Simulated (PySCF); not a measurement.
A GIAO shielding run with PySCF 2.14 (density fitting, non-relativistic, gas phase) on `C#C[Si@@H](O)C(Cl)Cl`, C3H4Cl2OSi:

```
$ OMP_NUM_THREADS=1 python probes_run.py task.json out

{"job": {"kind": "nmr", "xc": "B97-D", "basis": "pcSseg-1", "pop": false}, "charge": 0, "multiplicity": 1}
C      2.564402    -0.911077     0.285070
C      1.570471    -0.230972     0.109753
Si     0.062478     0.784568    -0.123215
O     -0.314397     1.008298    -1.714179
C     -1.341859    -0.180254     0.732871
Cl    -1.674215    -1.629254    -0.268414
Cl    -2.783402     0.847146     0.901267
H      3.442739    -1.514139     0.434901
H      0.223339     2.119669     0.494602
H     -0.632073     0.228111    -2.182256
H     -1.080982    -0.548001     1.734128
```

Hardware: 1 thread of an Arm Neoverse V1, shared host.

Q: How large is the calculation?

A: 78 electrons, 160 basis functions and 901 auxiliary functions.

Q: How long does it take, and how much memory does it need?

A: 25 s of wall time, with 16 SCF cycles; peak memory 0.81 GiB. Times on a shared host scatter by some tens of per cent.

Q: And these other runs on the same molecule and hardware: GIAO shielding at BHandHLYP/pcSseg-1; GIAO shielding at BP86/pcSseg-1; GIAO shielding at HF/pcSseg-1; GIAO shielding at KT3/pcSseg-1; GIAO shielding at LDA/pcSseg-1; GIAO shielding at PBE/pcSseg-1?

A: BHandHLYP/pcSseg-1: 160 functions, 18 s; BP86/pcSseg-1: 160 functions, 24 s; HF/pcSseg-1: 160 functions, 11 s; KT3/pcSseg-1: 160 functions, 25 s; LDA/pcSseg-1: 160 functions, 21 s; PBE/pcSseg-1: 160 functions, 25 s.
